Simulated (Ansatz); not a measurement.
Program: Ansatz. Geometries: PBE0-D4/def2-TZVP. ΔE: electronic, gas phase. CBS: MP2 limit from def2 TZ/QZ plus the TZ coupled-cluster correction, frozen cores. DFT in def2-TZVPP. B3LYP here is the variant with VWN-RPA as its local correlation; programs differ in this. For Br, Ge outer-core shells are correlated without core-valence functions, which leaves a few kJ/mol of doubt a bond. Scalar relativity is left out up to krypton. Each species was taken in one conformer, which may not be the lowest.

Reaction (substitution at a C–Ge bond): `[CH3][GeH]([CH3])[Br]` + `C[SiH](O)Cl` → `CO[SiH](C)Cl` + `[CH3][GeH2][Br]`

```tsv
level	ΔE (kJ/mol)	difference from CCSD(T)/CBS
r2SCAN-D4	91.9	-4.0
B3LYP-D4	84.8	-11.1
ωB97M-V	91.0	-4.9
B2PLYP	90.5	-5.4
PBE	89.5	-6.4
B3LYP	84.9	-11.0
HF/def2-TZVPP	78.7	-17.2
CCSD/def2-TZVPP	93.3	-2.6
SCS-MP2/def2-QZVPP	95.2	-0.7
HF/CBS(def2)	77.3	-18.6
CCSD(T)/CBS	95.9	0
```

Largest T1 diagnostic among the species: 0.010.

In def2-TZVPP, CCSD(T) changes the Hartree–Fock value by +15.8 kJ/mol (the triples alone add +1.2 kJ/mol) and MP2 by +24.2 kJ/mol.
